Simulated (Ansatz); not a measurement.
The cluster Si7O6⁺, relaxed as a doublet with UKS r2SCAN-D4/def2-SVP in Ansatz, starting from the GFN1-xTB geometry. Force threshold 0.03 eV/Å.

Another isomer (doublet) lies 0.07 eV lower at r2SCAN-D4/def2-SVP; other spin states weren't run for this one.

Start:

```xyz
13

Si    1.770   -0.879    1.353
Si   -1.385   -0.388    2.186
Si   -1.734   -0.242   -0.463
Si    0.242   -2.800   -0.801
Si    1.726    1.571    0.107
Si   -1.392    1.853    1.142
Si    0.076    1.255   -2.697
O     0.228   -0.671    2.141
O     0.215    2.010    0.854
O    -1.223    0.592   -1.811
O    -1.110   -1.764   -0.708
O     1.349   -2.009    0.191
O     1.237    1.472   -1.493
```

Task: Estimate the energy that the relaxation releases and the steps that it takes.

Result: 68.0 kJ/mol, in 25 steps; 11 min on 4 threads of Arm Neoverse N1 on a shared host. No frequencies were taken in this run, so the end may be a saddle point.

Task: Does the start keep its bonding?

Result: Bonds formed: Si3–O9 (atoms count from 1).

Task: Predict the relaxed structure.

Result: 
Cartesian coordinates in Å:
```
Si 1.7423 -0.8180 1.4191
Si -1.2401 -0.5442 2.7853
Si -1.3740 0.3098 -0.5764
Si 0.1485 -2.5922 -0.7230
Si 1.5606 1.5950 -0.0646
Si -1.7458 1.4826 1.3846
Si 0.2076 1.2884 -2.9658
O 0.3261 -0.7957 2.3872
O -0.1580 1.2444 0.3883
O -1.2231 0.9256 -2.0960
O -0.9191 -1.2690 -0.5941
O 1.3490 -1.9953 0.3201
O 1.3260 1.1687 -1.6648
```
Bond lengths: 13 × O–Si 1.64 to 1.89 Å; 2 × Si–Si 2.31 to 2.52 Å.
